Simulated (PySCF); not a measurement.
BeH₂Se₂. Atoms are numbered in the order given.

```xyz
5

Be     0.0000     0.0000    -0.0071
Se    -2.0322     0.0306     0.0302
H     -2.0913    -1.0095    -1.0124
Se     2.0322    -0.0306     0.0302
H      2.0913     1.0095    -1.0124
```
Charge 0, spin multiplicity 1.

Geometry optimised at B3LYP-D3(BJ)/def2-TZVP. The values are those of a single conformer.

Calculation: M06-2X/def2-TZVPD in PySCF.

Symmetry labels are those of the subgroup C2 that the program uses (full group C2).

Computed valence orbital energies around the gap with their symmetry:
```
orbital  symmetry  energy (eV)
-------  --------  -----------
HOMO−7          A       -21.17
HOMO−6          B       -21.09
HOMO−5          A       -12.37
HOMO−4          B       -12.25
HOMO−3          A       -10.60
HOMO−2          B        -9.82
HOMO−1          B        -8.53
HOMO            A        -8.53
LUMO            A        -0.39
LUMO+1          B        -0.18
LUMO+2          A        -0.10
LUMO+3          B         0.28
```
